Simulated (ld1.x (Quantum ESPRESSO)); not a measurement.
Varying the TM potential for copper

Base potential:

- Element: Cu (Z = 29)
- Generator: ld1.x (Quantum ESPRESSO) 7.5
- Type: norm-conserving Troullier–Martins (Kleinman–Bylander form)
- Functional: PBEsol
- Relativity: scalar-relativistic
- Frozen core: [Ne]
- Valence charge: 19
- Reference configuration: 3s2 3p6 3d10 4s1 4p0
- Partial waves: 3s (bound): rc 0.65 bohr; 3p (bound): rc 1.15 bohr; 3d (bound): rc 0.75 bohr
- Local potential: all-electron potential smoothed inside 1.10 bohr (lloc = -1)
- Core correction: Bessel-smoothed model core, default radius (core density twice the valence density)

Occupied shells without a wave of their own: 4s. They enter only through the test configuration that unscreens the potential, and ld1.x also counts them in the model core charge.

Cutoffs, loose and tight: the cutoffs (Ry, on a coarse ladder) from which the occupation-weighted sum of valence levels, in a spherical-Bessel basis at the reference potential, stays within 10 and 1 mRy of its value at 400 Ry. They do not see the model core or the augmentation charge, which bear on the density cutoff. Test errors are all-electron minus pseudo excitation energies from the reference, over the configurations 3s2 3p6 3d10 4s0 4p0; 3s2 3p6 3d9 4s0 4p0; 3s2 3p6 3d8 4s0 4p0; 3s1 3p6 3d10 4s1 4p0; 3s2 3p6 3d10 4s0.5 4p0; 3s2 3p6 3d9 4s2 4p0; 3s2 3p6 3d9 4s1 4p1. A dash means not determined; rows that change the core or the reference have their own tests.

With those shells counted twice in exchange and correlation these files are broken, and their errors move erratically; no question is asked of them.

A true bound ghost makes a file unfit for plane-wave use even where its test errors are small: the radial tests pick states by their node count and pass the ghost by.

The default core radius of the base comes out at 0.33 bohr.

| change | outcome | cutoff, loose | cutoff, tight | bound ghosts | largest test error (meV) |
| --- | --- | --- | --- | --- | --- |
| base | generated, misses its reference levels by 0.18 eV | over 300 Ry | over 300 Ry | none | -252 |
| local potential the p channel | generated | over 300 Ry | over 300 Ry | none | -809 |
| local potential all-electron potential smoothed inside 0.80 bohr (lloc = -1) | generated | over 300 Ry | over 300 Ry | none | -771 |
| reference 3s2 3p6 3d9 4s0 4p0 | generated | over 300 Ry | over 300 Ry | s | -509 |
| all radii but the core radius scaled by about 1.25 (s 0.80, p 1.44, d 0.94 bohr); local potential all-electron potential smoothed inside 1.36 bohr (lloc = -1) | generated, misses its reference levels by 0.73 eV | 260 Ry | over 300 Ry | none | -3038 |
| core correction Bessel-smoothed model core inside 0.46 bohr | generated, misses its reference levels by 0.18 eV | over 300 Ry | over 300 Ry | none | -252 |
| wave 3s (bound): rc 0.65 bohr becomes 3s (bound): rc 0.68 bohr | generated, misses its reference levels by 0.18 eV | over 300 Ry | over 300 Ry | none | -252 |
